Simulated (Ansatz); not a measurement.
C2H5B, SMILES `B[C]C` (lower singlet) (charge 0, multiplicity 1). This singlet lies 0.61 eV below the relaxed triplet at the level frozen-core CCSD(T)/cc-pVTZ // B3LYP-D3(BJ)/def2-TZVP (Ansatz, a program for electronic structure).

Cartesian coordinates (Å):
```xyz
8

B      1.5617     0.0140    -0.1984
C      0.1900     0.0506    -0.0663
C     -1.2261     0.0382     0.1144
H      2.0915     0.8017    -0.9272
H      2.1889    -0.7994     0.4142
H     -1.3532    -0.7943     0.8306
H     -1.6438     0.9240     0.6042
H     -1.8089    -0.2346    -0.7714
```
Charge 0, spin multiplicity 1.

Frozen-core energies in 6-31g from Ansatz at a geometry from B3LYP-D3(BJ)/def2-TZVP; the HF reference has <S^2> = 0.00 (restricted, and unstable towards unrestricted orbitals) and the T1 diagnostic is 0.026.

```csv
level,energy (Ha)
HF,-103.18110
MP2,-103.39780
CCSD,-103.43906
CCSD(T),-103.44677
```

Task: Estimate the energies of CCSDT and CCSDT(Q), and give each level's difference from CCSDT(Q).

Result: 
```
level     energy (Ha)  difference from CCSDT(Q) (mHa)
--------  -----------  ------------------------------
MP2        -103.39780                           50.53
CCSD       -103.43906                            9.28
CCSD(T)    -103.44677                            1.56
CCSDT      -103.44791                            0.43
CCSDT(Q)   -103.44833                            0.00
```
